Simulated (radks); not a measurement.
Question: All-electron atom: the niobium ion Nb+ in [Kr] 4d3 5p1 (not the ground configuration). Method: Dirac Kohn-Sham, exchange-only PBE, spin-unpolarised, spherical densities, finite nucleus; open shells are shared between the two j in proportion to 2j + 1; Fermi nuclear charge, rms radius 4.324 fm; computed with a radial shooting solver on a logarithmic mesh with Libxc functionals.

Spin-orbit splittings of the eigenvalues, e(l+1/2) - e(l-1/2), with zeta = 2 splitting/(2l+1) and mean radii in bohr:

shell  occ.  splitting (eV)  zeta (eV)  <r> j=l-1/2  <r> j=l+1/2
2p        6               ?          ?       0.1346       0.1391
3p        6           15.52      10.34       0.4387       0.4492
3d       10           2.889      1.155       0.4311       0.4346
4p        6           2.134      1.423        1.273        1.303
4d        3          0.1872    0.07489        1.931        1.950
5p        1          0.1805     0.1203        4.093        4.184

Estimate the 2p splitting.

Answer: 95.80 eV (zeta = 63.87 eV).
